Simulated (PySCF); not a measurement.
Cl5Ta, singlet, geometry from GFN2-xTB (such geometries of metal compounds can be far from the true shape) (core potentials on Ta); TPSS/def2-SVP (PySCF).

PySCF was given this input:
```python
from pyscf import gto, scf, dft

mol = gto.Mole()
mol.atom = '''
    Ta   -0.000000    0.000000    0.000000
    Cl    1.598611   -0.605869    1.553475
    Cl   -1.598611    0.605869   -1.553475
    Cl    0.280325    2.170207    0.557931
    Cl    1.250524   -0.913981   -1.643319
    Cl   -1.530849   -1.256226    1.085388
'''
mol.basis = 'def2-svp'
mol.ecp = {'Ta': 'def2-svp'}
mol.charge = 0
mol.spin = 0
mol.verbose = 4
mol.build()

mf = dft.RKS(mol)
mf.xc = 'tpss'
mf.kernel()
mf.analyze()
```

What the program printed (banner, timings and long lists left out):

```
PySCF version 2.14.0

[INPUT] verbose = 4
[INPUT] num. atoms = 6
[INPUT] num. electrons = 98
[INPUT] charge = 0
[INPUT] spin (= nelec alpha-beta = 2S) = 0
[INPUT] symmetry False subgroup None
[INPUT] Mole.unit = angstrom
[INPUT] Symbol           X                Y                Z      unit          X                Y                Z       unit  Magmom
[...]
nuclear repulsion = 691.065398487649
number of shells = 52
number of NR pGTOs = 237
number of NR cGTOs = 122
basis = def2-svp
ecp = {'Ta': 'def2-svp'}

******** <class 'pyscf.dft.rks.RKS'> ********
method = RKS
initial guess = minao
damping factor = 0
level_shift factor = 0
DIIS = <class 'pyscf.scf.diis.CDIIS'>
diis_start_cycle = 1
diis_space = 8
diis_damp = 0
SCF conv_tol = 1e-09
SCF conv_tol_grad = None
SCF max_cycles = 50
direct_scf = True
direct_scf_tol = 1e-13
XC library pyscf.dft.libxc version 7.1.2
    S. Lehtola, C. Steigemann, M. J. T. Oliveira, and M. A. L. Marques,  SoftwareX 7, 1–5 (2018)
XC functionals = tpss
    J. Tao, J. P. Perdew, V. N. Staroverov, and G. E. Scuseria,  Phys. Rev. Lett. 91, 146401 (2003)
    J. P. Perdew, J. Tao, V. N. Staroverov, and G. E. Scuseria,  J. Chem. Phys. 120, 6898 (2004)
    J. Tao, J. P. Perdew, V. N. Staroverov, and G. E. Scuseria,  Phys. Rev. Lett. 91, 146401 (2003)
    J. P. Perdew, J. Tao, V. N. Staroverov, and G. E. Scuseria,  J. Chem. Phys. 120, 6898 (2004)
radial grids:
    Treutler-Ahlrichs [JCP 102, 346 (1995); DOI:10.1063/1.469408] (M4) radial grids

becke partition: Becke, JCP 88, 2547 (1988); DOI:10.1063/1.454033
pruning grids: <function nwchem_prune>
grids dens level: 3
symmetrized grids: False
atomic radii adjust function: <function treutler_atomic_radii_adjust>
small_rho_cutoff = 0
Set gradient conv threshold to 3.16228e-05
Initial guess from minao.
tot grids = 118408
init E= -2345.31387407033
[...]
cycle= 1 E= -2356.87573811482  delta_E= -11.6  |g|= 1.88  |ddm|= 8.14
[...]
cycle= 2 E= -2355.27794174189  delta_E=  1.6  |g|= 2.69  |ddm|= 4.61
[...]
cycle= 3 E= -2357.70664290252  delta_E= -2.43  |g|= 0.286  |ddm|= 3.45
[...]
cycle= 4 E= -2357.72202390407  delta_E= -0.0154  |g|= 0.138  |ddm|= 0.46
[...]
cycle= 5 E= -2357.72717036913  delta_E= -0.00515  |g|= 0.02  |ddm|= 0.166
[...]
cycle= 6 E= -2357.72726477919  delta_E= -9.44e-05  |g|= 0.0074  |ddm|= 0.0347
[...]
cycle= 7 E= -2357.72728088738  delta_E= -1.61e-05  |g|= 0.00346  |ddm|= 0.0153
[...]
cycle= 8 E= -2357.72728467684  delta_E= -3.79e-06  |g|= 8.28e-05  |ddm|= 0.0045
[...]
cycle= 9 E= -2357.72728467853  delta_E= -1.69e-09  |g|= 3.41e-05  |ddm|= 0.000122
[...]
cycle= 10 E= -2357.72728467886  delta_E= -3.32e-10  |g|= 1.38e-05  |ddm|= 5.35e-05
[...]
Extra cycle  E= -2357.72728467837  delta_E= 4.89e-10  |g|= 4.31e-05  |ddm|= 6.31e-05
converged SCF energy = -2357.72728467837
**** SCF Summaries ****
Total Energy =                       -2357.727284678371689
Nuclear Repulsion Energy =             691.065398487648849
One-electron Energy =                -4649.447802984950613
Two-electron Energy =                 1600.655119818930189
Two-electron Coulomb Energy =         1748.807613887537627
DFT Exchange-Correlation Energy =     -148.152494068607382
HOMO-LUMO gap [eV] =                     3.695795388618982
**** MO energy ****
[...]
Dipole moment(X, Y, Z, Debye):  0.00028, -0.00027,  0.00025
```
